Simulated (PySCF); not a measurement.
# One molecule, several mistakes: BClFH2Si cation

All numbers below are calculated, not measured. The program is PySCF 2.14.0, an open-source quantum chemistry code, run on an isolated molecule that a program drew, which may never have been made. The molecule is BClFH2Si cation (charge +1, singlet), drawn as the SMILES string `FB[SiH+]Cl`.

Each row is a Hartree-Fock (HF) and frozen-core CCSD(T) single point in the cc-pV(D+d)Z basis, meant for a local HF minimum. Run 1 is clean. Each other run has one planted mistake out of seven kinds, and not every kind appears here: one electron removed, one electron added, multiplicity raised by two, geometry at a saddle point, minimal basis STO-3G, one bond length entered in bohr, all coordinates scaled. The reference is restricted for singlets and unrestricted otherwise, and also for a bond in bohr. Adding or removing an electron swaps singlet and doublet. Electrons count all cores. HOMO and LUMO are orbital energies over both spins, the gradient is its largest component, and the lowest frequency (negative if imaginary) is given only where the gradient is small. Bond lengths are over the 5 bonds as drawn. T1 is the CCSD diagnostic: over 0.02 (restricted) or 0.045 (unrestricted) a single reference is doubtful.

Geometry of the clean run:
```xyz
6
BClFH2Si cation, angstrom
F    -1.1668    0.1772   -0.0203
B    -0.4091    1.1914    0.2539
Si    0.2984    1.1994    2.2325
Cl    1.4649    2.6635    2.8404
H    -0.1126    2.0571   -0.4986
H     0.0120    0.1969    3.2597
```

```
run,electrons,basis functions,<S^2>,HOMO (eV),LUMO (eV),gradient (hartree/bohr),lowest frequency (cm^-1),mean bond (Å),longest bond (Å),T1,HF (hartree),CCSD(T) (hartree),mistake
1,46,84,0.000,-17.62,-6.35,2.6e-05,23,1.6027,2.101,0.0176,-873.51199,-874.04010,no fault
2,47,84,0.769,-7.72,0.98,5.2e-02,-,1.6027,2.101,0.0160,-873.76998,-874.30681,one electron added
3,46,84,2.011,-14.59,-8.80,3.5e-02,-,1.6027,2.101,0.0282,-873.40016,-873.92959,multiplicity raised by two
4,46,84,0.888,-15.81,-6.71,1.0e-02,-,1.8331,2.448,0.0488,-873.32888,-873.82261,one bond length entered in bohr
5,46,30,0.000,-16.06,-3.82,3.3e-02,-,1.6027,2.101,0.0223,-863.61479,-863.75689,?
```

**Which mistake was planted in run 5, and what did it cost?**

It has 30 basis functions where the clean run has 84, with the same electrons and geometry. So the mistake is: minimal basis STO-3G. Subtracting run 1 and multiplying by 627.51 kcal/mol a hartree, the energy moved by 6210.6 kcal/mol in HF and 6452.8 kcal/mol in CCSD(T).

Cautions from the logs. Run 4: T1 is over the limit, so its CCSD(T) energy is less reliable; run 5: T1 is over the limit, so its CCSD(T) energy is less reliable.
